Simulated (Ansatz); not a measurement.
Geometry optimisation, Ansatz 0.2.0, RKS B3LYP-D4/6-31G*.

input.yaml

```yaml
crystal:
  periodic: [false, false, false]
  atoms:
    - { symbol: B, position_ang: [-0.141568, 0.550221, -0.5139] }
    - { symbol: "N", position_ang: [0.023226, -0.099992, 2.151377] }
    - { symbol: H, position_ang: [-0.606861, -0.265089, 2.936017] }
    - { symbol: H, position_ang: [0.961448, -0.329823, 2.478092] }
    - { symbol: C, position_ang: [1.34368, 0.112102, -0.762667] }
    - { symbol: H, position_ang: [1.497689, -0.945995, -0.521231] }
    - { symbol: H, position_ang: [1.583584, 0.224508, -1.829814] }
    - { symbol: H, position_ang: [2.06668, 0.713152, -0.201219] }
    - { symbol: H, position_ang: [-1.081791, -0.113718, -0.860256] }
    - { symbol: O, position_ang: [-0.3758, 1.825452, -0.012321] }
    - { symbol: H, position_ang: [-1.326397, 2.007702, 0.012991] }
    - { symbol: H, position_ang: [0.021109, 0.92108, 1.969931] }
basis:
  gaussian: { orbitals: "6-31G*" }
hamiltonian:
  xc: b3lyp
  dispersion: d4
relax:
  f_tol: 0.03
  max_steps: 50
output:
  orbitals: {}
```

Command:

```bash
$ ansatz run input.yaml --threads 1 --pin off --max-ram 2048MiB --backend cpu --events-out ev --progress --plain --runs-dir out
```

**Question.** Where does it end, and by what steps?

**Answer.** The forces met the threshold. After 20 steps the energy has fallen by 0.267 eV; H3 moved furthest, 0.90 Å. Joined: B1–N2 (2.75 → 1.76 Å).

```json
{"step": "0", "energy less start (eV)": "0.0000", "largest force component (eV/Å)": "0.750", "accepted": "yes"}
{"step": "1", "energy less start (eV)": "-0.0149", "largest force component (eV/Å)": "0.857", "accepted": "yes"}
{"step": "2", "energy less start (eV)": "-0.0070", "largest force component (eV/Å)": "0.736", "accepted": "no"}
{"step": "3", "energy less start (eV)": "-0.0378", "largest force component (eV/Å)": "0.162", "accepted": "yes"}
{"step": "4", "energy less start (eV)": "-0.0483", "largest force component (eV/Å)": "0.262", "accepted": "yes"}
{"step": "5", "energy less start (eV)": "-0.0712", "largest force component (eV/Å)": "0.603", "accepted": "yes"}
{"step": "6", "energy less start (eV)": "-0.1095", "largest force component (eV/Å)": "0.623", "accepted": "yes"}
{"step": "7", "energy less start (eV)": "-0.1741", "largest force component (eV/Å)": "0.704", "accepted": "yes"}
{"step": "8", "energy less start (eV)": "-0.1483", "largest force component (eV/Å)": "1.326", "accepted": "no"}
{"step": "9", "energy less start (eV)": "-0.2027", "largest force component (eV/Å)": "0.258", "accepted": "yes"}
{"step": "10", "energy less start (eV)": "-0.2343", "largest force component (eV/Å)": "0.209", "accepted": "yes"}
{"step": "11", "energy less start (eV)": "-0.2393", "largest force component (eV/Å)": "0.053", "accepted": "yes"}
{"step": "12", "energy less start (eV)": "-0.2429", "largest force component (eV/Å)": "0.314", "accepted": "yes"}
{"step": "13", "energy less start (eV)": "-0.2491", "largest force component (eV/Å)": "0.199", "accepted": "yes"}
{"step": "14", "energy less start (eV)": "-0.2364", "largest force component (eV/Å)": "0.468", "accepted": "no"}
{"step": "15", "energy less start (eV)": "-0.2572", "largest force component (eV/Å)": "0.050", "accepted": "yes"}
{"step": "16", "energy less start (eV)": "-0.2614", "largest force component (eV/Å)": "0.147", "accepted": "yes"}
{"step": "17", "energy less start (eV)": "-0.2616", "largest force component (eV/Å)": "0.197", "accepted": "yes"}
{"step": "18", "energy less start (eV)": "-0.2665", "largest force component (eV/Å)": "0.043", "accepted": "yes"}
{"step": "19", "energy less start (eV)": "-0.2668", "largest force component (eV/Å)": "0.040", "accepted": "yes"}
{"step": "20", "energy less start (eV)": "-0.2670", "largest force component (eV/Å)": "0.019", "accepted": "yes"}
```

```xyz
12
Properties=species:S:1:pos:R:3
B -0.107 0.428 0.021
N 0.074 0.133 1.743
H -0.813 0.253 2.233
H 0.435 -0.798 1.952
C 1.368 0.166 -0.562
H 1.758 -0.841 -0.353
H 1.358 0.274 -1.654
H 2.106 0.893 -0.187
H -0.956 -0.399 -0.272
O -0.513 1.802 -0.043
H -1.471 1.863 -0.144
H 0.727 0.825 2.113
```

Whether the end is a true minimum wasn't checked by a vibrational analysis.

Time of the run: 42 s on 1 thread of Intel(R) Xeon(R) 6975P-C (Granite Rapids), on a shared host, peak memory 0.16 GiB.
